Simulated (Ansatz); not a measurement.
Reaction (cleavage of the Si–Si bond): `N[Si](N)(O)[SiH3]` + NH₃ → `N[Si](N)(N)O` + SiH₄

Program: Ansatz. Geometries: PBE0-D4/def2-TZVP. ΔE: electronic, gas phase. CCSD(T)/CBS adds triple-zeta CCSD(T) − MP2 to the extrapolated MP2 energy (def2 sets, frozen cores). This one scheme is used for every species. One conformer a species, not always the lowest.

| species | MP2/def2-TZVPP energy (Eh) |
| --- | --- |
| `N[Si](N)(O)[SiH3]` | -767.43534 |
| NH₃ | -56.45581 |
| `N[Si](N)(N)O` | -532.52238 |
| SiH₄ | -291.40196 |

(1) Work out ΔE.

Largest T1 diagnostic among the species: 0.012.

## Answers

(1) ΔE = (-532.52238) + (-291.40196) − (-767.43534) − (-56.45581) = -0.03319 Eh = -20.8 kcal/mol. CCSD(T)/CBS gives -19.1 kcal/mol.

In def2-TZVPP, CCSD(T) changes the Hartree–Fock value by +4.6 kcal/mol (the triples alone add +0.8 kcal/mol) and MP2 by +3.3 kcal/mol. From PBE to PBE0 (25 % exact exchange), in def2-TZVPP and without D4, ΔE moves by −2.2 kcal/mol.
